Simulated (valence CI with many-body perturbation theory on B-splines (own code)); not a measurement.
## Fe21+: calculated level list

Method: valence CI with perturbative core correlation (CI+MBPT): three valence electrons over a frozen Dirac-Fock core [He], a basis of 11 s, 11 p, 10 d, 8 f, 5 g, 2 h functions for each j, with the one-electron correlation potential Σ1, the two-electron term Σ2, the three-electron term Σ3, Breit, model QED; selected CI, second order for the rest, scaled by the run's own slope (own B-spline code, finite nucleus).

No measured levels were compared; by estimate levels of excited configurations hold to 0.05 to 0.15 % of their energy, terms of the ground configuration to about 0.5 %.

Levels 91 to 135 of 205, with energies above the lowest level, 2s²2p ²P°_1/2. "Leading %" is the weight of the configuration and term that name the level; weights of strongly mixed levels are sums over their largest components and can fall short. Lifetimes count E1, E2, E3, M1 and M2 decay at the calculated energies, and are blank where another channel may lead or the interval is too uncertain; long ones can be off by a factor of two.

| No. | Configuration | Term | J | E (eV) | Leading % | Second component | g | Lifetime |
| --- | --- | --- | --- | --- | --- | --- | --- | --- |
| 91 | 2p²3d | ⁴F | 7/2 | 1179.9 | 77 | 20 % 2p²3d ⁴D | 1.267 | 2.69 ps |
| 92 | 2p²3d | ²P | 3/2 | 1180.1 | 47 | 24 % 2p²3d ⁴D | 1.088 | 209 fs |
| 93 | 2p²3d | ²F | 5/2 | 1180.8 | 48 | 32 % 2p²3d ⁴F | 1.024 | 350 fs |
| 94 | 2p²3d | ⁴D | 1/2 | 1181.3 | 82 | 14 % 2p²3d ²P | 0.163 | 546 fs |
| 95 | 2p²3p | ²F° | 5/2 | 1183.7 | 48 | 40 % 2p²3p ²D° | 1.068 | 268 fs |
| 96 | 2p²3d | ²F | 7/2 | 1184.3 | 41 | 38 % 2p²3d ⁴D | 1.243 | 47.5 ps |
| 97 | 2p²3d | ⁴F | 9/2 | 1184.6 | 82 | 18 % 2p²3d ²G | 1.290 | 45.9 ps |
| 98 | 2p²3d | ⁴D | 3/2 | 1184.9 | 48 | 32 % 2p²3d ²P | 1.250 | 155 fs |
| 99 | 2p²3d | ²F | 5/2 | 1185.1 | 42 | 26 % 2p²3d ⁴P | 1.189 | 103 fs |
| 100 | 2p²3p | ²F° | 7/2 | 1185.4 | 78 | 19 % 2p²3p ⁴D° | 1.196 | 303 fs |
| 101 | 2p²3p | ²D° | 3/2 | 1187.3 | 62 | 22 % 2p²3p ²P° | 1.068 | 158 fs |
| 102 | 2p²3p | ²D° | 5/2 | 1189.0 | 85 | 7 % 2p²3p ²F° | 1.189 | 144 fs |
| 103 | 2p²3s | ²S | 1/2 | 1189.9 | 65 | 10 % 2p²3d ²S | 1.866 | 142 fs |
| 104 | 2p²3d | ⁴P | 5/2 | 1190.2 | 48 | 30 % 2p²3d ⁴D | 1.436 | 53.0 fs |
| 105 | 2p²3p | ²P° | 1/2 | 1190.7 | 94 |  | 0.718 | 206 fs |
| 106 | 2p²3d | ⁴P | 3/2 | 1191.9 | 73 | 10 % 2p²3d ²P | 1.578 | 40.5 fs |
| 107 | 2p²3d | ²P | 1/2 | 1192.7 | 51 | 19 % 2p²3s ²S | 1.326 | 95.3 fs |
| 108 | 2p²3d | ⁴P | 1/2 | 1193.2 | 61 | 28 % 2p²3d ²P | 1.857 | 42.6 fs |
| 109 | 2p²3d | ²F | 7/2 | 1193.7 | 36 | 30 % 2p²3d ²G | 1.150 | 128 fs |
| 110 | 2p²3d | ²D | 5/2 | 1197.9 | 72 | 26 % 2p²3d ²F | 1.111 | 37.0 fs |
| 111 | 2p²3d | ²D | 3/2 | 1198.4 | 87 | 8 % 2p²3d ²P | 0.842 | 63.3 fs |
| 112 | 2p²3p | ²P° | 3/2 | 1199.5 | 73 | 20 % 2p²3p ²D° | 1.258 | 189 fs |
| 113 | 2p²3d | ²F | 7/2 | 1201.3 | 45 | 43 % 2p²3d ²G | 1.065 | 513 fs |
| 114 | 2p²3d | ²G | 9/2 | 1203.3 | 81 | 18 % 2p²3d ⁴F | 1.150 | 62.0 ps |
| 115 | 2p²3d | ²D | 3/2 | 1206.7 | 78 | 7 % 2p²3d ²P | 0.909 | 51.6 fs |
| 116 | 2p²3d | ²D | 5/2 | 1207.1 | 52 | 23 % 2p²3d ²F | 1.141 | 41.1 fs |
| 117 | 2p²3d | ²F | 7/2 | 1209.6 | 76 | 18 % 2p²3d ²G | 1.104 | 31.6 fs |
| 118 | 2p²3d | ²P | 1/2 | 1209.8 | 89 |  | 0.766 | 62.2 fs |
| 119 | 2p²3p | ²P° | 1/2 | 1212.8 | 91 |  | 0.665 | 189 fs |
| 120 | 2p²3d | ²D | 5/2 | 1214.5 | 57 | 40 % 2p²3d ²F | 1.067 | 38.6 fs |
| 121 | 2p²3d | ²S | 1/2 | 1214.8 | 80 | 10 % 2p²3d ⁴P | 2.004 | 70.3 fs |
| 122 | 2p²3d | ²P | 3/2 | 1215.0 | 81 | 7 % 2p²3d ²D | 1.302 | 46.5 fs |
| 123 | 2p²3p | ²P° | 3/2 | 1215.2 | 87 |  | 1.326 | 219 fs |
| 124 | 2p²3d | ²D | 5/2 | 1233.9 | 88 |  | 1.194 | 73.2 fs |
| 125 | 2p²3d | ²D | 3/2 | 1234.8 | 93 |  | 0.800 | 53.3 fs |
| 126 | 2s²4s | ²S | 1/2 | 1363.1 | 95 | 4 % 2p²4s ²S | 2.001 | 613 fs |
| 127 | 2s²4p | ²P° | 1/2 | 1372.2 | 95 | 4 % 2p²4p ²P° | 0.665 | 1.08 ps |
| 128 | 2s²4p | ²P° | 3/2 | 1373.9 | 95 | 4 % 2p²4p ²P° | 1.333 | 1.12 ps |
| 129 | 2s²4d | ²D | 3/2 | 1381.4 | 96 | 4 % 2p²4d ²D | 0.799 | 128 fs |
| 130 | 2s²4d | ²D | 5/2 | 1381.9 | 96 | 4 % 2p²4d ²D | 1.200 | 130 fs |
| 131 | 2s²4f | ²F° | 5/2 | 1386.3 | 96 | 4 % 2p²4f ²F° | 0.856 | 294 fs |
| 132 | 2s²4f | ²F° | 7/2 | 1386.5 | 96 | 4 % 2p²4f ²F° | 1.142 | 295 fs |
| 133 | 2s2p4s | ⁴P° | 1/2 | 1406.9 | 88 | 11 % 2s2p4s ²P° | 2.441 | 644 fs |
| 134 | 2s2p4s | ⁴P° | 3/2 | 1410.4 | 86 | 13 % 2s2p4s ²P° | 1.677 | 610 fs |
| 135 | 2s2p4s | ²P° | 1/2 | 1412.7 | 89 | 10 % 2s2p4s ⁴P° | 0.871 | 620 fs |

Names give the largest LS component (configuration and term), which can be under half, so a name can repeat, a term be missing and a line seem to break the LS rules; names also repeat where a configuration has a term twice.

Where two levels of one J and parity lie close, their mixing, g and order are uncertain.
